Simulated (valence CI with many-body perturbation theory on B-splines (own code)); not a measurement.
# Missing levels of Yb29+

Level of theory: configuration interaction combined with many-body perturbation theory (CI+MBPT): five valence electrons over a frozen Dirac-Fock core [Kr], radial functions for each j: 7 s, 7 p, 8 d, 6 f, 4 g, 1 h, with the one-electron correlation potential Σ1 (screened to all orders), the two-electron term Σ2, the three-electron term Σ3, Breit, model QED; selected single and double excitations, second order for the rest, scaled by the run's own slope (own B-spline code, finite nucleus).

No measured spectrum was set against this ion. As an estimate, large intervals hold to a few tenths of a per cent, small ones and those within an open d or f shell to about a per cent. The list stops below the first excitations out of the core.

```
                      Level  E (cm⁻¹)
      (4d3/2^4 4d5/2) J=5/2       0.0
(4d3/2^3 4d5/2^2) J=5/2 [a]     70173
(4d3/2^3 4d5/2^2) J=7/2 [a]    104160
(4d3/2^3 4d5/2^2) J=3/2 [a]         ?
   (4d3/2^3 4d5/2^2) J=11/2         ?
    (4d3/2^3 4d5/2^2) J=9/2    121050
(4d3/2^3 4d5/2^2) J=5/2 [b]         ?
    (4d3/2^3 4d5/2^2) J=1/2         ?
(4d3/2^3 4d5/2^2) J=7/2 [b]    142660
(4d3/2^2 4d5/2^3) J=5/2 [a]         ?
(4d3/2^3 4d5/2^2) J=3/2 [b]    177380
(4d3/2^2 4d5/2^3) J=7/2 [a]    192850
   (4d3/2^2 4d5/2^3) J=11/2    197690
(4d3/2^2 4d5/2^3) J=9/2 [a]    202640
(4d3/2^2 4d5/2^3) J=1/2 [a]    208220
   (4d3/2^2 4d5/2^3) J=13/2    213790
(4d3/2^2 4d5/2^3) J=3/2 [a]         ?
(4d3/2^2 4d5/2^3) J=5/2 [b]    218910
(4d3/2^2 4d5/2^3) J=9/2 [b]    235950
(4d3/2^2 4d5/2^3) J=7/2 [b]    240710
```

Levels are named by their leading jj configuration (3d3/2^4 stands for four electrons in 3d with j = 3/2), which in mixed levels can hold well under half, so a name can repeat and another be missing. Letters in brackets count levels of one name in rising energy.

**Question.** The levels stand in rising order. What does the calculation give for the missing energies?

**Answer.** (4d3/2^3 4d5/2^2) J=3/2 [a] 107530; (4d3/2^3 4d5/2^2) J=11/2 111020; (4d3/2^3 4d5/2^2) J=5/2 [b] 126820; (4d3/2^3 4d5/2^2) J=1/2 132370; (4d3/2^2 4d5/2^3) J=5/2 [a] 174540; (4d3/2^2 4d5/2^3) J=3/2 [a] 214880.
